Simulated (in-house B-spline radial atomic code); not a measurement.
## Ionising the titanium ion Ti⁶⁺ with different functionals

Computed with a B-spline radial code for spherical atoms: scalar-relativistic (spin-free X2C) Hamiltonian, Fermi nucleus of rms radius 3.5921 fm, spin-polarised at highest spin, spherical fractional occupations for the functionals, and exact exchange of hybrids averaged over the configuration. The ionisation energy is the difference of two self-consistent energies, [Ne] 3s2 3p4 → [Ne] 3s2 3p3, without Breit or QED terms; ε is the level of the shell that loses the electron (its least bound occupied spin orbital).

| method | rung | ΔSCF (eV) | -ε(3p) (eV) |
| --- | --- | --- | --- |
| PBE0 | global hybrid | 140.39 | 132.78 |
| B3LYP | global hybrid | 140.64 | 132.34 |
| TPSSh | global hybrid | 140.26 | 131.11 |
| BHandHLYP | global hybrid | 140.39 | 135.43 |
| r2SCAN0 | global hybrid | 139.96 | 132.64 |
| B97-1 | global hybrid | 140.45 | 132.38 |
| HSE06 | range-separated hybrid | 140.42 | 132.36 |
| wB97X | range-separated hybrid | 140.42 | 135.37 |
| CAM-B3LYP | range-separated hybrid | 140.59 | 134.33 |
| LC-wPBE | range-separated hybrid | 140.61 | 135.68 |

Problem. Among the functionals, which spreads more, the ΔSCF values or the orbital energies?

Solution. The orbital energies: ΔSCF values span about 0.68 eV and the orbital energies 4.58 eV; here energy differences depend much less on the functional than eigenvalues do.

Problem. How do they compare with the NIST value?

Solution. NIST lists 140.7 eV ± 0.18 (semi-empirical, ground level to ground level). Errors run from -0.72 to -0.04 eV; B3LYP is closest (-0.04 eV), though others lie within the uncertainty of it, and part of that can be cancellation, since the calculations leave out spin-orbit coupling, Breit-QED terms, multiplet and fine-structure energies.
